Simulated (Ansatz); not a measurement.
A run for Ansatz (a quantum-chemistry and plane-wave program): R-wB97M-V/def2-TZVPPD on BH3 (SMILES B) with ghost functions, monomers drawn apart or pushed together. Files ending in .json are basis or fitting sets from the Basis Set Exchange.

Ansatz 0.2 input:
```yaml
crystal:
  periodic: [false, false, false]
  atoms:
    - {symbol: B, position_ang: [-0.09690052, 0.04823511, 0.76958152]}
    - {symbol: H, position_ang: [0.66586511, 0.92707271, 0.45072728]}
    - {symbol: H, position_ang: [0.20388965, -1.03112788, 0.32200633]}
    - {symbol: H, position_ang: [-1.25567332, 0.33332979, 0.59124895]}
basis:
  gaussian:
    orbitals: def2-TZVPPD.json
    ghost_atoms:
      - {symbol: C, position_ang: [0.19427762, -0.21038424, 3.65800042]}
      - {symbol: N, position_ang: [0.08030536, -0.10915019, 2.52737055]}
      - {symbol: H, position_ang: [0.30072682, -0.30492257, 4.71402905]}
hamiltonian:
  xc: {name: wB97M-V}
scf: {lower_state_search: off}
```

The head of its log:

```
WARN ansatz: RAYON_NUM_THREADS=1 ignored (pool sized by the plan → 1); use --threads N
Functional definition: wB97M-V
these checks for a lower state are left out or cut short: stability, starts, cluster_reference, orbital_swaps, neighbouring_geometries, increment
integrals: 0.07 GiB planned
727 factors; their error is unknown
integrals: 0.11 GiB planned
247 factors; integrals over basis functions are off by at most 4.0e-5 eV
mean field: 0.77 GiB planned
mean field evaluation 1: about -722.4855 eV, gradient 1.1e1 eV
mean field evaluation 2: about -722.7823 eV, gradient 2.5e0 eV
```

**Question.** Give the final energy of this run.

**Answer.** -26.5624 hartree.
